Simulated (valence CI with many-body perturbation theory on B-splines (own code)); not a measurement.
Forbidden lines of Rb VI

Method: valence CI with perturbative core correlation (CI+MBPT): four valence electrons over a frozen Dirac-Fock core [Ar] 3d10, a basis of 11 s, 11 p, 9 d, 7 f, 5 g, 2 h, 1 i functions for each j, with the one-electron correlation potential Σ1, the two-electron term Σ2, the three-electron term Σ3, Breit, model QED; selected CI, second order for the rest, scaled by the run's own slope (own B-spline code, finite nucleus).

Against 13 measured levels this calculation errs by 109 cm⁻¹ on average and by 203 at most. These come from a selection out of Sansonetti, J. Phys. Chem. Ref. Data 35, 301 (2006). Levels without a partner in it may be off by more. Among the levels kept, up to 370 cm⁻¹ of a level comes from second order outside the variational space, and about a tenth of that is noise between levels of different J, which matters for small intervals.

Lines 1 to 14 of 14 in falling wavelength, among levels below 386790 cm⁻¹, chosen from the decays that carry over 1 % of a level's rate. Wavelengths and rates use the calculated energies, so an error of 100 cm⁻¹ moves a line at 7212 Å by 0.72 % and its rate by three times that or more. Electric multipoles are in the length gauge, E1 and E2 with the static RPA response of the core. S is in atomic units (e²a₀⁴ for E2 and M2, e²a₀⁶ for E3), for M1 in squared Bohr magnetons. Weak lines are less certain than strong ones. Lines between different terms over intervals too small for the method are left out, as are lines whose strength nearly cancels.

```tsv
λ vac (Å)	λ from measured levels	Upper	Lower	Type	A (s⁻¹)	S (a.u.)
21010	21010	4s²4p² ³P_2	4s²4p² ³P_1	M1	1.28e+00	2.20e+00
19490	19460	4s²4p² ³P_1	4s²4p² ³P_0	M1	2.34e+00	1.92e+00
18220		4s²4p4d ³F°_4	4s²4p4d ³F°_3	M1	3.31e+00	6.68e+00
7212	7222	4s²4p² ¹D_2	4s²4p² ³P_2	M1	1.16e+01	8.09e-01
5369	5375	4s²4p² ¹D_2	4s²4p² ³P_1	M1	1.07e+01	3.07e-01
4653	4661	4s²4p² ¹S_0	4s²4p² ¹D_2	E2	3.98e+00	7.74e+00
2828	2833	4s²4p² ¹S_0	4s²4p² ³P_2	E2	2.97e+00	4.79e-01
2493	2496	4s²4p² ¹S_0	4s²4p² ³P_1	M1	1.47e+02	8.44e-02
1632		4s²4p4d ³F°_4	4s4p³ ³P°_2	E2	1.27e+01	1.18e+00
1235		4s²4p4d ³F°_4	4s4p³ ³D°_3	M1	1.22e+00	7.64e-04
1208		4s²4p4d ³F°_4	4s4p³ ³D°_2	E2	3.06e+00	6.34e-02
845.3		4s²4p4d ³F°_4	4s4p³ ⁵S°_2	E2	2.83e+00	9.81e-03
481.9		4s²4p4d ³F°_4	4s²4p² ¹D_2	M2	8.45e+00	1.77e-03
451.7		4s²4p4d ³F°_4	4s²4p² ³P_2	E3	3.92e-01	4.30e+01
```
